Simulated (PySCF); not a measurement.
## C²⁺ (carbon, charge +2) across methods

[He] 2s2, closed-shell 1S. Calculation: PySCF 2.14, in x2c-TZVPPall (5s3p2d1f, 31 functions); the spin-free X2C one-electron Hamiltonian (Gaussian nucleus).

```tsv
method	E (hartree)	mean ε 1s (eV)	mean ε 2s (eV)	Σ⟨r²⟩ (bohr²)	⟨S²⟩
MN15	-36.5181	-312.42	-42.907	4.556	0.000
LDA	-36.1431	-305.81	-40.161	4.607	0.000
UHF	-36.42257	-344.40	-46.111	4.620	0.000
PBE	-36.4746	-308.37	-40.364	4.571	0.000
r2SCAN	-36.5009	-312.32	-40.675	4.589	0.000
wB97X-V	-36.5400	-318.62	-44.719	4.586	0.000
PBE0	-36.4853	-317.55	-42.044	4.572	0.000
BHandHLYP	-36.5321	-327.34	-43.628	4.593	0.000
```

(1) Estimate the same row for M06.

Answers

(1) E (hartree) = -36.5217; mean ε 1s (eV) = -317.79; mean ε 2s (eV) = -41.936; Σ⟨r²⟩ (bohr²) = 4.546; ⟨S²⟩ = 0.000.
